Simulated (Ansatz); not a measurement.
A run for Ansatz (a program for electronic structure): U-BLYP/def2-TZVPPD on C2H6Al (SMILES [CH3][Al][CH3]). The basis file is the Basis Set Exchange's JSON of that set.

Ansatz 0.2 input:
```yaml
crystal:
  periodic: [false, false, false]
  atoms:
    - {symbol: Al, position_ang: [-0.11256323, 1.05182019, -0.18304093]}
    - {symbol: C, position_ang: [1.66340243, 0.24162750, 0.13959027]}
    - {symbol: C, position_ang: [-1.67147315, -0.16611977, -0.15295223]}
    - {symbol: H, position_ang: [2.49285330, 0.94848566, 0.11136624]}
    - {symbol: H, position_ang: [1.85064841, -0.53519815, -0.61031351]}
    - {symbol: H, position_ang: [1.66631319, -0.24942798, 1.11927746]}
    - {symbol: H, position_ang: [-1.53690820, -0.94791321, -0.90898304]}
    - {symbol: H, position_ang: [-1.72364579, -0.66584365, 0.82094908]}
    - {symbol: H, position_ang: [-2.62862696, 0.32256942, -0.33589335]}
basis:
  gaussian:
    orbitals: def2-TZVPPD.json
hamiltonian:
  xc: {name: BLYP}
magnetization: {spin_polarized: true, initial_magnetization: 1}
```

Q: Predict the final total energy.

A: -322.2087 hartree.

Q: How many basis functions does it have, and what does it roughly cost on one machine?

A: 224 functions; roughly 9 core-seconds.
